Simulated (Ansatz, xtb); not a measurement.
## Ligand exchange: HI + C3H7I → I2 + C3H8

Species: HI (hydrogen iodide), singlet; C3H7I (1-iodopropane) `CCCI`, singlet; I2 (iodine), singlet; C3H8 (propane) `CCC`, singlet. The partners trade H for I: I–H and C–I bonds give way to I–I and C–H.

Shapes, held fixed at every level: PBE0-D4/def2-TZVP. Flexible molecules stand in one conformer, not always the lowest. Programs: Ansatz 0.2.0, xtb 6.7.1. Electronic energies: no zero-point or thermal term.

Q: Estimate ΔE of this reaction.

A: The highest level, CCSD(T)/def2-TZVPP, gives ΔE = -26.5 kJ/mol; the levels span -52.7 to -23.2. The column of differences is taken from that level and isn't an error. No measured value is set beside it here. For atoms past krypton def2 sets carry core potentials with scalar relativity. Outer-core shells of I are correlated, in sets that cover them unevenly. Times are processor times on shared x86 and Arm servers, and rough.

| level | kind | ΔE (kJ/mol) | less CCSD(T)/def2-TZVPP | CPU time (sum over the molecules) |
| --- | --- | --- | --- | --- |
| GFN1-xTB | semi-empirical | -52.7 | -26.2 | 0.13 s |
| PBE-D4/def2-TZVPP | GGA | -45.3 | -18.8 | 16 s |
| r2SCAN-D4/def2-TZVPP | meta-GGA | -42.0 | -15.5 | 27 s |
| PBE0-D4/def2-TZVPP | global hybrid | -44.8 | -18.3 | 15 s |
| wB97M-V/def2-TZVPP | range-separated hybrid | -41.4 | -14.9 | 57 s |
| wB97X-V/def2-TZVPP | range-separated hybrid | -41.3 | -14.8 | 40 s |
| MP2/def2-TZVPP | perturbation theory | -23.2 | +3.3 | – |
| CCSD/def2-TZVPP | coupled cluster or CI | -29.6 | -3.1 | – |
| CCSD(T)/def2-TZVPP | coupled cluster or CI | -26.5 | 0.0 | 7.8 min |
